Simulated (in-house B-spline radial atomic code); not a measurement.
Configurations of the caesium ion Cs²⁺, with energies counted from [Kr] 4d10 5s2 5p5. Level of theory: scalar-relativistic (X2C) BP86, spin-polarised, spherical fractional occupations, Fermi nucleus of rms radius 4.8041 fm; calculated with a B-spline radial code for spherical atoms. Shells without spins written out take the highest spin.

Occupations are held fixed; configurations that lie above the ionisation limit could autoionise.

```tsv
configuration	E - E(ref) (eV)	highest orbital	its <r> (bohr)
[Kr] 4d10 5s2 5p4 5f1	25.937	5f up	6.152
[Kr] 4d10 5s1 5p5 6f1	42.824	6f up	10.18
[Kr] 4d9 5s2 5p5 6p1	87.367	6p up	4.463
[Ar] 3d10 4s2 4p5 4d10 5s2 5p5 6f1	183.04	6f up	9.859
[Ar] 3d9 4s2 4p6 4d10 5s2 5p5 5d1	731.86	5d up	2.66
[Ar] 3d(4 up, 5 down) 4s2 4p6 4d10 5s2 5p(2 up, 3 down) 5d(1 up, 0 down)	732.39	5d up	2.709
```

Problem. Order these further configurations by energy, lowest first.
A. [Ar] 3d10 4s2 4p5 4d10 5s2 5p5 6d1
B. [Kr] 4d10 5s(0 up, 1 down) 5p6
C. [Kr] 4d9 5s2 5p6
D. [Ar] 3d(5 up, 4 down) 4s2 4p6 4d10 5s2 5p(3 up, 2 down) 6p(0 up, 1 down)
E. [Ar] 3d10 4s2 4p5 4d10 5s2 5p5 6s1

Solution. B (13.868 eV), C (65.106 eV), E (171.31 eV), A (179.21 eV), D (737.11 eV).

Problem. How far above the reference does [Kr] 4d10 5s1 5p5 5d1 lie?

Solution. 29.777 eV; its least bound orbital is 5d up with <r> = 2.75 bohr.

Problem. How far above the reference does [Ar] 3d10 4s2 4p(2 up, 3 down) 4d10 4f(1 up, 0 down) 5s2 5p(2 up, 3 down) lie?

Solution. 172.24 eV; its least bound orbital is 4f up with <r> = 1.596 bohr.
